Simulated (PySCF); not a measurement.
# Energy of Cr²⁺ (chromium, charge +2) between two integer charges

The 3d alpha orbital of [Ar] 3d4 is emptied in steps (occupation f), with all orbitals relaxed, ending at [Ar] 3d3. Calculation: PySCF 2.14, in jorge-DZP-DKH (8s6p2d1f, 43 functions); scalar relativity by spin-free X2C-1e. The exact energy is a straight line in f; departures are measured from the line between the end points of the same method.

**Question.** Among UHF, LDA, PBE, which shows the largest delocalisation error (convex curve), and which is closest to linear?

**Answer.** Most convex: LDA (-2.002 eV at f = 0.4); closest to linear: UHF (0.402 eV).

| f | UHF (eV) | LDA (eV) | PBE (eV) |
| --- | --- | --- | --- |
| 1 | 0.000 | 0.000 | 0.000 |
| 0.8 | 0.288 | -1.305 | -1.274 |
| 0.6 | 0.416 | -1.980 | -1.930 |
| 0.4 | 0.402 | -2.002 | -1.947 |
| 0.2 | 0.259 | -1.348 | -1.309 |
| 0 | 0.000 | 0.000 | 0.000 |

```tsv
method	E(f=0) − E(f=1) (eV)	−ε at f=1 (eV)	−ε at f=0.4 (eV)
UHF	29.938	31.805	29.535
LDA	32.125	24.064	33.688
PBE	31.750	23.865	33.290
```

Reference removal energy between the ground levels: 30.959 ± 0.025 eV (measured; NIST Atomic Spectra Database, ionization energies). The calculation has no spin-orbit coupling. The determinant left behind need not be the lowest term of the ion. UHF lacks correlation.
